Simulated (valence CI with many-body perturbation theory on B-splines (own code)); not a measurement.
# Yb⁶³⁺: one-electron terms

Level of theory: valence CI with perturbative core correlation (CI+MBPT): five valence electrons over a frozen Dirac-Fock core [He], a basis of 9 s, 9 p, 8 d, 6 f, 3 g, 1 h functions for each j, with the one-electron correlation potential Σ1, the two-electron term Σ2, the three-electron term Σ3, Breit, model QED; selected CI, second order for the rest (own B-spline code, finite nucleus).

The last digits are not significant, and no measured levels were compared; by estimate large intervals hold to a few tenths of a per cent, small ones and those within an open d or f shell to about a per cent. Among the levels kept, up to 1100 cm⁻¹ of a level comes from second order outside the variational space, and about a tenth of that is noise between levels of different J, which matters for small intervals.

These are the spectroscopic orbitals of the CI (the correlating ones are not listed), shaped by the core and the other valence electrons. h is the expectation value of the core's Dirac-Fock operator, without the valence repulsion; Σ1 is computed up to l = 3 at one energy for each symmetry, that of its lowest orbital but kept below the first core excitation, so for empty shells it is not the orbital's own correlation shift; Breit and QED include the response of the core.

```csv
Orbital,h (hartree),Σ1 (cm⁻¹),Breit (cm⁻¹),QED (cm⁻¹),⟨r⟩ (bohr)
2s1/2,-639.02,-1481,103232,124618,0.08020
3s1/2,-277.39,-367,28213,35500,0.1884
4s1/2,-153.52,-144,11116,14449,0.3440
5s1/2,-97.177,-70.9,5536,7245,0.5462
2p1/2,-632.39,-4144,207384,4450,0.06632
3p1/2,-275.5,-941,54594,759,0.1757
4p1/2,-152.74,-361,21482,276,0.3324
5p1/2,-96.782,-177,10664,133,0.5356
2p3/2,-588.81,-2607,69628,16576,0.07322
3p3/2,-262.56,-598,19195,4339,0.1855
4p3/2,-147.32,-231,9255,1750,0.3454
5p3/2,-94.028,-114,4655,877,0.5518
3d3/2,-261.8,-270,1914,-264,0.1570
4d3/2,-147,-117,1051,-45.4,0.3178
5d3/2,-93.865,-60.4,518,-10.0,0.5252
3d5/2,-258.15,-230,622,1328,0.1602
4d5/2,-145.45,-98.8,342,619,0.3218
5d5/2,-93.071,-51.0,161,329,0.5300
4f5/2,-145.32,-21.0,10.6,-174,0.2770
5f5/2,-93.012,-12.0,8.8,-85.0,0.4858
4f7/2,-144.58,-19.7,3.2,159,0.2791
5f7/2,-92.63,-11.1,2.6,86.3,0.4882
5g7/2,-92.612,,0.0,-56.1,0.4263
5g9/2,-92.386,,0.0,45.0,0.4279
```

Among the shells of the start configuration 2s2 2p3, Σ1 is largest in size for 2p1/2, where it is 0.0030 % of h.

Lowest root of each symmetry, sizes in configuration state functions:

| J | Parity | Roots | Reference | Variational | Second order | Change by selected CI (cm⁻¹) | Change by second order (cm⁻¹) |
| --- | --- | --- | --- | --- | --- | --- | --- |
| 1/2 | even | 12 | 61 | 39999 | 105970 | -43422 | -41 |
| 3/2 | even | 15 | 85 | 39994 | 201637 | -44263 | -371 |
| 5/2 | even | 12 | 75 | 39997 | 250215 | -36484 | -475 |
| 7/2 | even | 5 | 40 | 39990 | 187307 | -39413 | -411 |
| 9/2 | even | 2 | 18 | 39140 | 143138 | -38743 | -15 |
| 1/2 | odd | 11 | 66 | 39995 | 130639 | -36214 | -41 |
| 3/2 | odd | 16 | 100 | 39997 | 197745 | -36191 | -202 |
| 5/2 | odd | 10 | 85 | 39999 | 272599 | -34371 | -471 |
| 7/2 | odd | 5 | 54 | 39997 | 203890 | -36281 | -464 |
| 9/2 | odd | 2 | 22 | 39998 | 84628 | -30275 | -50 |
